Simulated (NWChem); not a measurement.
All runs are NWChem calculations. System: Mg, charge 1, spin multiplicity 4. Its SCF solution wasn't tested for a lower state.

The NWChem input:

```
start mol
memory heap 200 mb stack 900 mb global 1100 mb
charge 1
geometry units angstroms nocenter noautoz
  Mg     0.000000     0.000000     0.000000
  symmetry group D2h
end
basis spherical
  * library def2-tzvp
end
scf
  uhf
  nopen 3
  maxiter 100
  thresh 1e-7
  semidirect memsize 60000000 filesize 0
  # guess.movecs holds the orbitals of an unrestricted PBE0 run
  vectors input guess.movecs output mol.movecs
end
mp2
  freeze core 5
end
task mp2 energy
```

The output up to the point where the run's verdict is printed (cleaned and shortened):

```
             Northwest Computational Chemistry Package (NWChem) 7.3.0
             --------------------------------------------------------

                                NWChem Input Module
                                -------------------

 Scaling coordinates for geometry "geometry" by  1.889725989
 (inverse scale =  0.529177249)

                             Geometry "geometry" -> ""
                             -------------------------

 Output coordinates in angstroms (scale by  1.889725989 to convert to a.u.)

  No.       Tag          Charge          X              Y              Z
 ---- ---------------- ---------- -------------- -------------- --------------
    1 Mg                  12.0000     0.00000000     0.00000000     0.00000000

 Effective nuclear repulsion energy (a.u.)       0.0000000000

            Nuclear Dipole moment (a.u.)
            ----------------------------
        X                 Y               Z
 ---------------- ---------------- ----------------
     0.0000000000     0.0000000000     0.0000000000

      Symmetry information
      --------------------

 Group name             D2h
 Group number             26
 Group order               8
 No. of unique centers     1

      Symmetry unique atoms

     1


 Summary of "ao basis" -> "" (spherical)
 ------------------------------------------------------------------------------
       Tag                 Description            Shells   Functions and Types
 ---------------- ------------------------------  ------  ---------------------
 *                         def2-tzvp                  on all atoms

 Summary of "ao basis" -> "ao basis" (spherical)
 ------------------------------------------------------------------------------
       Tag                 Description            Shells   Functions and Types
 ---------------- ------------------------------  ------  ---------------------
 Mg                        def2-tzvp                12       32   5s4p3d

                                 NWChem SCF Module
                                 -----------------

  ao basis        = "ao basis"
[...]
  ----- ------------  ---------------      ----- ------------  ---------------
     6      0.910947  1 Mg px                 9      0.152594  1 Mg px

 Vector    5  Occ=0.000000D+00  E=-1.950868D+00  Symmetry=b2u
              MO Center=  2.4D-32,  1.0D-24,  4.3D-32, r^2= 1.8D-01
   Bfn.  Coefficient  Atom+Function         Bfn.  Coefficient  Atom+Function
  ----- ------------  ---------------      ----- ------------  ---------------
     7      0.833156  1 Mg py                10      0.265088  1 Mg py

 Vector    6  Occ=0.000000D+00  E=-3.017790D-01  Symmetry=ag
              MO Center= -1.4D-33,  1.5D-31, -6.6D-17, r^2= 2.7D+00
   Bfn.  Coefficient  Atom+Function         Bfn.  Coefficient  Atom+Function
  ----- ------------  ---------------      ----- ------------  ---------------
     4      0.935300  1 Mg s                  3     -0.292727  1 Mg s
     5      0.168325  1 Mg s

 Vector    7  Occ=0.000000D+00  E=-1.637297D-01  Symmetry=b1u
              MO Center= -4.5D-19, -1.7D-17,  5.9D-19, r^2= 4.6D+00
   Bfn.  Coefficient  Atom+Function         Bfn.  Coefficient  Atom+Function
  ----- ------------  ---------------      ----- ------------  ---------------
    17      0.723508  1 Mg pz                14      0.374792  1 Mg pz
     8     -0.167230  1 Mg pz

 center of mass
 --------------
 x =   0.00000000 y =   0.00000000 z =   0.00000000

 moments of inertia (a.u.)
 ------------------
           0.000000000000           0.000000000000           0.000000000000
           0.000000000000           0.000000000000           0.000000000000
           0.000000000000           0.000000000000           0.000000000000

  Mulliken analysis of the total density
  --------------------------------------

    Atom       Charge   Shell Charges
 -----------   ------   -------------------------------------------------------
    1 Mg  12    11.00   2.00  0.81  1.19  1.10 -0.10  4.56  0.45  0.70  0.28  0.00  0.00  0.00

  Mulliken analysis of the alpha density
  --------------------------------------

    Atom       Charge   Shell Charges
 -----------   ------   -------------------------------------------------------
    1 Mg  12     7.00   1.00  0.43  0.56  1.11 -0.10  2.76  0.26  0.70  0.28  0.00  0.00  0.00

   Mulliken analysis of the beta density
   -------------------------------------

    Atom       Charge   Shell Charges
 -----------   ------   -------------------------------------------------------
    1 Mg  12     4.00   1.00  0.38  0.62 -0.01  0.00  1.80  0.20 -0.00  0.00  0.00  0.00 -0.00

   Mulliken analysis of the spin density
   -------------------------------------

    Atom       Charge   Shell Charges
 -----------   ------   -------------------------------------------------------
    1 Mg  12     3.00   0.00  0.04 -0.06  1.11 -0.10  0.95  0.06  0.70  0.28 -0.00  0.00  0.00

       Multipole analysis of the density wrt the origin
       ------------------------------------------------

     L   x y z        total         alpha         beta         nuclear
     -   - - -        -----         -----         ----         -------
     0   0 0 0      1.000000     -7.000000     -4.000000     12.000000

     1   1 0 0      0.000000      0.000000      0.000000      0.000000
     1   0 1 0      0.000000      0.000000      0.000000      0.000000
     1   0 0 1      0.000000      0.000000     -0.000000      0.000000

     2   2 0 0    -10.180050     -9.567186     -0.612864      0.000000
     2   1 1 0     -0.000000     -0.000000     -0.000000      0.000000
     2   1 0 1     -0.000000     -0.000000      0.000000      0.000000
     2   0 2 0     -5.565265     -5.168707     -0.396558      0.000000
     2   0 1 1      0.000000      0.000000     -0.000000      0.000000
     2   0 0 2     -5.707726     -5.092685     -0.615041      0.000000

                   NWChem MP2 Semi-direct Energy/Gradient Module
                   ---------------------------------------------
```

The program stopped with an error. NWChem stopped with the message: moints: bad map?.
